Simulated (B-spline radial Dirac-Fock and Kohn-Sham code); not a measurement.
**X-ray scattering factor of Si⁴⁺**

System: Si⁴⁺, configuration 1s2 2s2 2p6.

Input of the calculation (task.json; shells as n, l, electrons):

```json
{"items": [{
  "Z": 14,
  "q": 4,
  "cfg": [[1, 0, 2], [2, 0, 2], [2, 1, 6]],
  "A": 28,
  "rrms": 3.1224,
  "do": ["scatter"],
  "s": [0.0, 0.05, 0.1, 0.15, 0.2, 0.25, 0.3, 0.35, 0.4, 0.45, 0.5, 0.6, 0.7, 0.8, 0.9, 1.0, 1.1, 1.2, 1.4, 1.6, 1.8, 2.0, 2.5, 3.0, 3.5, 4.0, 5.0, 6.0],
  "pz": [0, 0.1, 0.2, 0.3, 0.4, 0.5, 0.6, 0.8, 1.0, 1.2, 1.4, 1.6, 1.8, 2.0, 2.5, 3.0, 4.0, 5.0, 7.0, 10.0, 15.0, 20.0, 30.0, 40.0, 60.0, 100.0],
  "hv_scatter": [1000, 5000, 8047.8, 10000, 17479.3, 50000, 100000, 1000000]
}]}
```

Command: `python xray_run.py task.json out`

Model: Dirac-Fock densities. Program: a B-spline atomic structure program. f₀ is the Fourier transform of the spherical electron density, S the Waller-Hartree incoherent function, and s = sin θ/λ. The electron scattering factor follows from the Mott-Bethe formula f_e = 0.023934 Å⁻¹·(Z − f₀)/s².

```tsv
s (Å⁻¹)	f₀	S	f_e (Å)	tabulated f₀
0	10.000	0.000	–	10.000
0.05	9.947	0.063	38.801	9.947
0.1	9.791	0.247	10.075	9.790
0.15	9.538	0.542	4.746	9.537
0.2	9.201	0.928	2.872	9.199
0.25	8.793	1.384	1.994	8.790
0.3	8.332	1.888	1.507	8.327
0.35	7.833	2.419	1.205	7.827
0.4	7.312	2.957	1.000	7.306
0.45	6.786	3.489	0.853	6.779
0.5	6.267	4.001	0.740	6.258
0.6	5.287	4.938	0.579	5.277
0.7	4.428	5.734	0.468	4.418
0.8	3.710	6.385	0.385	3.701
0.9	3.133	6.905	0.321	3.124
1	2.682	7.314	0.271	2.673
1.1	2.334	7.635	0.231	2.326
1.2	2.070	7.890	0.198	2.063
1.4	1.717	8.265	0.150	1.712
1.6	1.507	8.536	0.117	1.503
1.8	1.369	8.752	0.093	1.367
2	1.265	8.936	0.076	1.265
2.5	1.054	9.301	0.050	1.054
3	0.864	9.557	0.035	0.867
3.5	0.696	9.725	0.026	0.702
4	0.554	9.831	0.020	0.562
5	0.348	9.936	0.013	0.351
6	0.221	9.975	0.009	0.221
```

Tabulated f₀: the analytical fit of Waasmaier and Kirfel, Acta Cryst. A51, 416 (1995). These are calculations too.

f₀ starts at the number of electrons, 10, and has fallen to half at s ≈ 0.63 Å⁻¹. The sum of ⟨r²⟩ over the electrons is 2.886 bohr². For an ion f_e diverges as s goes to zero, because of the net charge.
